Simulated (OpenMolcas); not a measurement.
Computed levels of 4s² 4p⁴ in ions with 34 electrons, in cm-1 above ³P₂.

| Quantity | Value |
| --- | --- |
| Program | OpenMolcas |
| Method | SS-CASPT2, IPEA 0.25 Eh, imaginary shift 0.1 Eh |
| Basis | ANO-RCC-VTZP |
| Scalar Hamiltonian | DKH2, point nucleus |
| Spin-orbit coupling | RASSI with atomic mean-field integrals over the reference wave functions, term energies averaged over their components |

Active space for each ion: 4 electrons in 3 orbitals (4p); closed shells correlated by CASPT2: 3d 4s.

```
Level     Se   Kr2+
  ³P₁   1833   4140
  ³P₀   2410   5020
  ¹D₂   9920  15040
  ¹S₀  23560  34350
```

**Question.** Estimate ³P₀, ¹D₂, ¹S₀ for Br+ from its neighbours Se and Kr2+.

**Answer.** ³P₀ is fine structure, which grows about as the fourth power of a screened charge, so the fourth roots are averaged: ((2410^0.25 + 5020^0.25) / 2)^4 = 3537. The calculation gives 3640, so the estimate is off by -2.8 %; the measured value is 3837 (NIST Handbook of Basic Atomic Spectroscopic Data).
¹D₂ is another term, which grows about linearly with the charge: (9920 + 15040) / 2 = 12480. The calculation gives 12490, so the estimate is off by -0.1 %; the measured value is 12089 (NIST Handbook of Basic Atomic Spectroscopic Data).
¹S₀ is another term, which grows about linearly with the charge: (23560 + 34350) / 2 = 28955. The calculation gives 29130, so the estimate is off by -0.6 %; the measured value is 27867 (NIST Handbook of Basic Atomic Spectroscopic Data).

Term energies are means over components that CASPT2 splits; among the terms shown or strongly mixed into the levels shown the widest spread is 170 cm-1 (4s² 4p⁴ ¹D, Se). With the s shell closed, the reference lacks s² → p² mixing. Measured partners are found by configuration, term and J. A level has none where our copy of the source lacks it or the pairing is in doubt (some pairs that miss far off the trend of their configuration count as doubtful), and it then counts in no deviation. Levels of configurations outside the active space are missing.
